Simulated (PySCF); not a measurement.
Electric field gradients and quadrupole coupling constants

C₈H₁₂OSi.
SMILES with atom numbers: `[CH3:1][SiH2:2][c:3]1[cH:4][cH:5][c:6]([CH:7]2[CH2:8][CH2:9]2)[o:10]1` (hydrogens: H11, H12, H13 on C1; H14, H15 on Si2; H16 on C4; H17 on C5; H18 on C7; H19, H20 on C8; H21, H22 on C9)

Cartesian coordinates in Å at the GFN2-xTB level; atoms count from 1:
```
atom  x, y, z in Å
C1     3.9015   -0.1157   -0.9028
Si2    2.1583   -0.7464   -1.3016
C3     0.9278    0.2479   -0.3025
C4     0.9856    1.4434    0.3624
C5    -0.2929    1.6718    0.9131
C6    -1.0592    0.5971    0.5501
C7    -2.4597    0.2777    0.8464
C8    -3.2619   -0.5429   -0.1292
C9    -2.8433   -1.1446    1.1707
O10   -0.3265   -0.2613   -0.1842
H11    4.1218   -0.1976    0.1577
H12    4.6502   -0.6889   -1.4403
H13    4.0230    0.9258   -1.1847
H14    1.8792   -0.5897   -2.7375
H15    2.0227   -2.1628   -0.9378
H16    1.8442    2.0787    0.4460
H17   -0.6061    2.5113    1.5001
H18   -2.9694    1.0690    1.3806
H19   -4.3007   -0.2878   -0.2721
H20   -2.7595   -0.8747   -1.0249
H21   -2.0568   -1.8832    1.1554
H22   -3.5887   -1.3077    1.9342
```

Field gradients from the PBE0/pcSseg-1 density (PySCF, non-relativistic), principal values in atomic units, ordered |Vxx| ≤ |Vyy| ≤ |Vzz|:

| atom | Vxx | Vyy | Vzz |
| --- | --- | --- | --- |
| O10 | -0.6851 | -0.7695 | 1.4546 |

Task: Find the asymmetry η = (Vxx − Vyy)/Vzz and the couplings χ = eQV/h (234.96 MHz × Q in barn × V in au), with Q(17O) = −0.0256 b.

Result: 
| atom | environment | nucleus | η | χzz (MHz) | χxx (MHz) | χyy (MHz) |
| --- | --- | --- | --- | --- | --- | --- |
| O10 | furan-type oxygen | 17O | 0.06 | -8.75 | 4.12 | 4.63 |

Task: What is Vzz at O10 in SI units (1 au = 9.71736 × 10²¹ V/m²)?

Result: 1.4546 au = 14.135 × 10²¹ V/m².

Task: What couplings would deuterons (Q(2H) = 0.00286 b) have in place of the hydrogens, at this geometry?

Result: 
| atom | bonded to | bond length (Å) | Vzz (au) | η | χzz (kHz) |
| --- | --- | --- | --- | --- | --- |
| H11 | C1 | 1.086 | 0.3242 | 0.01 | 218 |
| H12 | C1 | 1.085 | 0.3266 | 0.01 | 219 |
| H13 | C1 | 1.086 | 0.3257 | 0.01 | 219 |
| H14 | Si2 | 1.471 | 0.1568 | 0.01 | 105 |
| H15 | Si2 | 1.469 | 0.1584 | 0.01 | 106 |
| H16 | C4 | 1.071 | 0.3494 | 0.06 | 235 |
| H17 | C5 | 1.071 | 0.3507 | 0.08 | 236 |
| H18 | C7 | 1.082 | 0.3223 | 0.10 | 217 |
| H19 | C8 | 1.079 | 0.3325 | 0.07 | 223 |
| H20 | C8 | 1.079 | 0.3290 | 0.07 | 221 |
| H21 | C9 | 1.079 | 0.3296 | 0.07 | 221 |
| H22 | C9 | 1.079 | 0.3323 | 0.07 | 223 |

One conformer (not necessarily the lowest) at the GFN2-xTB geometry, without solvent, vibrations or thermal averaging. GFN2-xTB bond lengths can be off by several hundredths of an ångström, more for odd bonds, and the gradients follow them. The small basis limits the accuracy of the gradients.

The run behind these numbers computed NMR shieldings as well. Hardware: an Arm Neoverse N1 with one thread, shared host with 64 logical CPUs at a one-minute load of 55. Cost: 95 s of wall time, 1.1 GiB resident at most.
